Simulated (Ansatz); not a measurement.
Input for Ansatz (an electronic-structure program): R-wB97M-V/def2-TZVPPD on C3H6S (a complex), monomers drawn apart or pushed together. Files ending in .json are basis or fitting sets from the Basis Set Exchange.

Ansatz 0.2 input:
```yaml
crystal:
  periodic: [false, false, false]
  atoms:
    - {symbol: S, position_ang: [0.17902421, 0.15321057, -0.49990647]}
    - {symbol: H, position_ang: [0.31789063, -1.17979088, -0.42046149]}
    - {symbol: H, position_ang: [0.66804189, 0.33445388, 0.73996336]}
    - {symbol: C, position_ang: [-1.28702469, -0.35037653, 4.14705069]}
    - {symbol: C, position_ang: [-0.03017286, -0.08576620, 4.34385313]}
    - {symbol: C, position_ang: [1.23097289, 0.18233563, 4.52260001]}
    - {symbol: H, position_ang: [-1.94326858, -0.60918859, 4.96987583]}
    - {symbol: H, position_ang: [-1.71209341, -0.31527290, 3.15009956]}
    - {symbol: H, position_ang: [1.56898240, 1.19279391, 4.72271730]}
    - {symbol: H, position_ang: [1.98333362, -0.59748417, 4.48864698]}
basis:
  gaussian:
    orbitals: def2-TZVPPD.json
hamiltonian:
  xc: {name: wB97M-V}
scf: {lower_state_search: off}
```

Output:

```
WARN ansatz: RAYON_NUM_THREADS=1 ignored (pool sized by the plan → 1); use --threads N
Functional definition: wB97M-V
these checks for a lower state are left out or cut short: stability, starts, cluster_reference, orbital_swaps, neighbouring_geometries, increment
integrals: 0.23 GiB planned
1194 factors; their error is unknown
integrals: 0.26 GiB planned
356 factors; integrals over basis functions are off by at most 3.8e-5 eV
mean field: 1.81 GiB planned
mean field evaluation 1: about -14038.1266 eV, gradient 3.8e1 eV
mean field evaluation 2: about -14040.3912 eV, gradient 2.2e1 eV
mean field evaluation 4: about -14041.5308 eV, gradient 9.7e-1 eV
mean field evaluation 8: about -14041.5376 eV, gradient 5.6e-1 eV
mean field evaluation 16: about -14041.5380 eV, gradient 2.6e-5 eV
mean field -14041.53801225 eV, -516.0170042539 hartree, gradient 6.8e-6 eV, S^2 0.000000; 0 other end points of the search recorded, 0 dependent functions left out
reference -14041.53809188 eV, -516.0170071802 hartree; 20, 20 occupied and 244, 244 virtual orbitals, 1194 factors
Total energy: -14041.53809188 eV, -516.0170071802 hartree
Checks for a lower state left out: stability, starts, cluster_reference, orbital_swaps, neighbouring_geometries, increment
```

The calculation finished and met its thresholds.

Cost: roughly 12 core-seconds.
